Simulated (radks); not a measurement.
All-electron atom: Kr33+ in 1s1 2s1 2p1 (not the ground configuration).

All-electron calculation, scalar-relativistic Kohn-Sham, PW91, spin-unpolarised, spherical densities, finite nucleus; Fermi nuclear charge, rms radius 4.1884 fm; without spin polarisation the odd electron is poorly described. Program: a radial shooting solver on a logarithmic mesh with Libxc functionals.

Energy parts (hartree):
| part | energy |
|---|---|
| total | -965.47805 |
| kinetic | 995.49953 |
| electron-nucleus | -1983.98760 |
| Hartree | 39.38716 |
| exchange-correlation | -16.37713 |

Orbitals (lengths in bohr, moments of r in powers of bohr; r(max) is where P^2 peaks):
| orbital | occ. | eigenvalue (hartree) | r(max) | <r^4> |
|---|---|---|---|---|
| 1s | 1 | -632.9190 | 0.02685 | 0.00001287 |
| 2s | 1 | -150.7307 | 0.1446 | 0.001760 |
| 2p | 1 | -146.8692 | 0.1128 | 0.001112 |

The highest occupied level is 2p at -3996.5 eV. The density falls to 0.001 e/bohr^3 at r = 0.54 bohr.
